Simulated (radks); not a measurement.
The thulium anion Tm- inside a hard spherical wall (all orbitals vanish at R), configuration held at [Xe] 4f14 6s2 and not refilled when levels cross. Calculated with a radial shooting solver on a logarithmic mesh with Libxc functionals: scalar-relativistic Kohn-Sham, r2SCAN, spin-polarised, spherical densities, finite nucleus; meta-GGA in the generalised Kohn-Sham scheme; Fermi nuclear charge, rms radius 5.2256 fm. Eigenvalues in eV for spin up, with the zero of energy where the potential of the charges vanishes at infinity; a dash marks a level that is unbound or too diffuse for the functional's potential to be trusted. A positive occupied level is held by the wall or, in an anion where self-interaction has pushed it up, behind a barrier. The pressure on the wall is -dE/dV.

| R (bohr) | E (hartree) | kinetic (hartree) | e(5s) | e(5p) | e(6s) | e(6p, empty) | e(5d, empty) | e(4f) | pressure (GPa) |
|---|---|---|---|---|---|---|---|---|---|
| 7 | -13567.1944 | 14744.785 | -42.892 | -16.433 | 3.719 | - | - | 9.855 | 3.69 |
| 5 | -13566.8357 | 14745.791 | -38.208 | -12.057 | 9.824 | 16.281 | 13.375 | 14.784 | 35.6 |
| 3.5 | -13565.3241 | 14750.794 | -29.313 | -3.697 | 30.012 | 43.947 | 25.395 | 24.970 | 454 |
| 3 | -13563.5123 | 14757.095 | -22.365 | 3.434 | 50.275 | 69.279 | 35.661 | 33.455 | 1410 |
| 1.5 | -13498.9420 | 14953.164 | 115.26 | 163.88 | 483.52 | 542.08 | 239.63 | 160.24 | 188000 |
